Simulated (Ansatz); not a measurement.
A run for Ansatz (an electronic-structure program): U-PBE0/def2-TZVPP on Be2, 2S+1 = 3, a spin state set in the input, which need not be the lowest.

Ansatz 0.2 input:
```yaml
crystal:
  periodic: [false, false, false]
  atoms:
    - {symbol: Be, position_ang: [0.00000000, 0.00000000, 0.00000000]}
    - {symbol: Be, position_ang: [0.00000000, 0.00000000, 1.82400000]}
basis:
  gaussian:
    orbitals: def2-TZVPP
hamiltonian:
  xc: {name: PBE0}
magnetization: {spin_polarized: true, initial_magnetization: 2}
relax: {f_tol: 0.002, max_steps: 120}
```

The log:

```
Functional definition: PBE0
[...]
integrals: 0.00 GiB planned
282 factors; their error is unknown
mean field: 0.08 GiB planned
mean field evaluation 1: about -795.8910 eV, gradient 3.8e0 eV
mean field evaluation 2: about -796.0285 eV, gradient 1.1e0 eV
mean field evaluation 4: about -796.0522 eV, gradient 1.1e-1 eV
mean field evaluation 8: about -796.0489 eV, gradient 6.0e-3 eV
mean field evaluation 16: about -795.8910 eV, gradient 3.8e0 eV
mean field evaluation 32: about -796.0489 eV, gradient 7.0e-6 eV
mean field -796.04887548 eV, -29.2542565927 hartree, gradient 7.0e-6 eV, S^2 2.041810; 4 other end points of the search recorded, 0 dependent functions left out
the calculation of the forces begins
reference -796.04890319 eV, -29.2542576109 hartree; 5, 3 occupied and 33, 35 virtual orbitals, 282 factors
relax step   1: F+E_penalty+E_count = -796.04887548 eV  Δ(F+E_penalty+E_count) = +0.000e0 eV  max|allowed force component| = 2.143e0 eV/Å  Δτ_max = 0.0000 Å  (72 SCF iters, accepted)
these checks for a lower state are left out or cut short: starts, cluster_reference, orbital_swaps, neighbouring_geometries, increment
integrals: 0.00 GiB planned
282 factors; their error is unknown
mean field: 0.08 GiB planned
mean field -796.22710444 eV, -29.2608063862 hartree, gradient 1.1e-7 eV, S^2 2.044367; 1 other end points of the search recorded, 0 dependent functions left out
the calculation of the forces begins
reference -796.22713358 eV, -29.2608074571 hartree; 5, 3 occupied and 33, 35 virtual orbitals, 282 factors
relax step   2: F+E_penalty+E_count = -796.22710444 eV  Δ(F+E_penalty+E_count) = -1.782e-1 eV  max|allowed force component| = 7.649e-1 eV/Å  Δτ_max = 0.0678 Å  (133 SCF iters, accepted)
these checks for a lower state are left out or cut short: starts, cluster_reference, orbital_swaps, neighbouring_geometries, increment
integrals: 0.00 GiB planned
282 factors; their error is unknown
mean field: 0.08 GiB planned
mean field evaluation 64: about -796.2820 eV, gradient 6.4e-2 eV
mean field -796.27686577 eV, -29.2626350812 hartree, gradient 3.5e-7 eV, S^2 2.031284; 0 other end points of the search recorded, 0 dependent functions left out
the calculation of the forces begins
reference -796.27689638 eV, -29.2626362063 hartree; 5, 3 occupied and 33, 35 virtual orbitals, 282 factors
relax step   3: F+E_penalty+E_count = -796.27686577 eV  Δ(F+E_penalty+E_count) = -4.976e-2 eV  max|allowed force component| = 4.767e-1 eV/Å  Δτ_max = 0.0403 Å  (93 SCF iters, accepted)
these checks for a lower state are left out or cut short: starts, cluster_reference, orbital_swaps, neighbouring_geometries, increment
integrals: 0.00 GiB planned
282 factors; their error is unknown
mean field: 0.08 GiB planned
mean field evaluation 96: about -796.3000 eV, gradient 3.5e-8 eV
mean field -796.30004088 eV, -29.2634867509 hartree, gradient 2.8e-9 eV, S^2 2.001931; 0 other end points of the search recorded, 0 dependent functions left out
the calculation of the forces begins
reference -796.30007274 eV, -29.2634879215 hartree; 5, 3 occupied and 33, 35 virtual orbitals, 282 factors
relax step   4: F+E_penalty+E_count = -796.30004088 eV  Δ(F+E_penalty+E_count) = -2.318e-2 eV  max|allowed force component| = 2.768e-1 eV/Å  Δτ_max = 0.0800 Å  (103 SCF iters, accepted)
these checks for a lower state are left out or cut short: starts, cluster_reference, orbital_swaps, neighbouring_geometries, increment
integrals: 0.00 GiB planned
282 factors; their error is unknown
mean field: 0.08 GiB planned
mean field evaluation 128: about -796.3045 eV, gradient 6.2e-4 eV
mean field -796.30445025 eV, -29.2636487921 hartree, gradient 5.2e-6 eV, S^2 2.003074; 1 other end points of the search recorded, 0 dependent functions left out
the calculation of the forces begins
reference -796.30448220 eV, -29.2636499664 hartree; 5, 3 occupied and 33, 35 virtual orbitals, 282 factors
relax step   5: F+E_penalty+E_count = -796.30445025 eV  Δ(F+E_penalty+E_count) = -4.409e-3 eV  max|allowed force component| = 1.705e-1 eV/Å  Δτ_max = 0.0378 Å  (256 SCF iters, accepted)
these checks for a lower state are left out or cut short: starts, cluster_reference, orbital_swaps, neighbouring_geometries, increment
integrals: 0.00 GiB planned
282 factors; their error is unknown
mean field: 0.08 GiB planned
mean field evaluation 160: about -796.3067 eV, gradient 1.1e-5 eV
mean field -796.30669210 eV, -29.2637311784 hartree, gradient 4.3e-9 eV, S^2 2.001892; 0 other end points of the search recorded, 0 dependent functions left out
the calculation of the forces begins
reference -796.30672396 eV, -29.2637323495 hartree; 5, 3 occupied and 33, 35 virtual orbitals, 282 factors
relax step   6: F+E_penalty+E_count = -796.30669210 eV  Δ(F+E_penalty+E_count) = -2.242e-3 eV  max|allowed force component| = 4.699e-2 eV/Å  Δτ_max = 0.0176 Å  (139 SCF iters, accepted)
these checks for a lower state are left out or cut short: starts, cluster_reference, orbital_swaps, neighbouring_geometries, increment
integrals: 0.00 GiB planned
282 factors; their error is unknown
mean field: 0.08 GiB planned
mean field -796.30687126 eV, -29.2637377626 hartree, gradient 4.9e-6 eV, S^2 2.001884; 0 other end points of the search recorded, 0 dependent functions left out
the calculation of the forces begins
reference -796.30690312 eV, -29.2637389336 hartree; 5, 3 occupied and 33, 35 virtual orbitals, 282 factors
relax step   7: F+E_penalty+E_count = -796.30687126 eV  Δ(F+E_penalty+E_count) = -1.792e-4 eV  max|allowed force component| = 3.537e-3 eV/Å  Δτ_max = 0.0041 Å  (38 SCF iters, accepted)
these checks for a lower state are left out or cut short: starts, cluster_reference, orbital_swaps, neighbouring_geometries, increment
integrals: 0.00 GiB planned
282 factors; their error is unknown
mean field: 0.08 GiB planned
mean field evaluation 192: about -796.3069 eV, gradient 1.1e-5 eV
mean field -796.30687226 eV, -29.2637377994 hartree, gradient 1.4e-6 eV, S^2 2.001884; 0 other end points of the search recorded, 0 dependent functions left out
the calculation of the forces begins
reference -796.30690413 eV, -29.2637389705 hartree; 5, 3 occupied and 33, 35 virtual orbitals, 282 factors
relax step   8: F+E_penalty+E_count = -796.30687226 eV  Δ(F+E_penalty+E_count) = -1.002e-6 eV  max|allowed force component| = 1.445e-5 eV/Å  Δτ_max = 0.0003 Å  (35 SCF iters, accepted)
integrals: 0.00 GiB planned
282 factors; their error is unknown
mean field: 0.08 GiB planned
mean field evaluation 224: about -796.3043 eV, gradient 1.2e-1 eV
mean field evaluation 256: about -796.2357 eV, gradient 1.3e0 eV
mean field -796.30687226 eV, -29.2637377994 hartree, gradient 1.4e-6 eV, S^2 2.001884; 6 other end points of the search recorded, 0 dependent functions left out
the calculation of the forces begins
reference -796.30690413 eV, -29.2637389705 hartree; 5, 3 occupied and 33, 35 virtual orbitals, 282 factors
Total energy: -796.30690413 eV, -29.2637389705 hartree
Atom 0 at     0.000000     0.000000    -0.164138 Å, force    -0.000000     0.000000    -0.000014 eV/Å
Atom 1 at    -0.000000    -0.000000     1.988138 Å, force     0.000000    -0.000000     0.000014 eV/Å
Dipole moment:     0.000000     0.000000     0.000000 e Å
```

The calculation finished and met its thresholds.

Cost: about 20 core-seconds (a rough figure).
